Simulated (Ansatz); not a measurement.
`B/C=C(\F)Cl` and `O/C=C(/F)Cl` differ in one atom or group (the configuration at the double bond changes too).

Ansatz, PBE0-D4/def2-TZVP geometries, multiplicity 1. Each molecule was computed in one conformer, which needn't be the lowest.

```csv
property,`B/C=C(\F)Cl`
zero-point energy (PBE0-D4/def2-TZVP) / kJ/mol,123.1
HOMO energy (ωB97M-V/def2-TZVPP) / eV,-10.32
LUMO energy (ωB97M-V/def2-TZVPP) / eV,-0.29
HOMO energy (PBE0/def2-TZVPP) / eV,-8.18
LUMO energy (PBE/def2-TZVPP) / eV,-3.20
HOMO–LUMO gap (PBE0/def2-TZVPP) / eV,5.88
```

Problem. What does the change do to each property? (Best estimate.)

Solution. The calculation gave: 
| property | `O/C=C(/F)Cl` | shift |
| --- | --- | --- |
| zero-point energy (PBE0-D4/def2-TZVP) / kJ/mol | 106.6 | -16.5 |
| HOMO energy (ωB97M-V/def2-TZVPP) / eV | -8.99 | 1.33 |
| LUMO energy (ωB97M-V/def2-TZVPP) / eV | 2.69 | 2.98 |
| HOMO energy (PBE0/def2-TZVPP) / eV | -6.77 | 1.41 |
| LUMO energy (PBE/def2-TZVPP) / eV | -0.47 | 2.73 |
| HOMO–LUMO gap (PBE0/def2-TZVPP) / eV | 7.28 | 1.40 |

With PBE0 the HOMO rises by 1.41 eV and the LUMO rises by 2.81 eV, so the gap widens by about 1.40 eV. PBE moves the HOMO by 1.60 eV and ωB97M-V by 1.33 eV. The zero-point energy changes by -16.5 kJ/mol with -3 modes.
